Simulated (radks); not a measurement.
The numbers below are computed, except where a source is named.
Q: These are the eigenvalues of the occupied orbitals of an atom or ion with whole-number occupations (hartree). Code: a radial shooting solver on a logarithmic mesh with Libxc functionals. Model: Dirac Kohn-Sham, PBE, spin-unpolarised, spherical densities, point nucleus.

orbital  eigenvalue
1s1/2     -2406.066
2s1/2     -419.3932
2p1/2     -400.9693
2p3/2     -357.1585
3s1/2     -103.1450
3p1/2     -94.98428
3p3/2     -85.59097
3d3/2     -71.79437
3d5/2     -69.74573
4s1/2     -28.43104
4p1/2     -25.07602
4p3/2     -22.88366
4d3/2     -17.35395
4d5/2     -16.94343
5s1/2     -10.71751
4f5/2     -10.00220
4f7/2      -9.92309

Which element is it, and in what charge state? The configuration may be excited. Open shells, if any, fill j = l - 1/2 first.

A: Z = 72, hafnium, charge +13: Hf13+ in [Kr] 4d10 4f11 5s2. The list shows which subshells hold electrons but not how many an open one holds; the 1s level, -2406.1 hartree, gives Z - s = 69.4 by -(Z - s)^2/2, which with screening and relativity narrows Z to a few neighbours, and the depths of the outer levels then fix element, charge and occupations together.
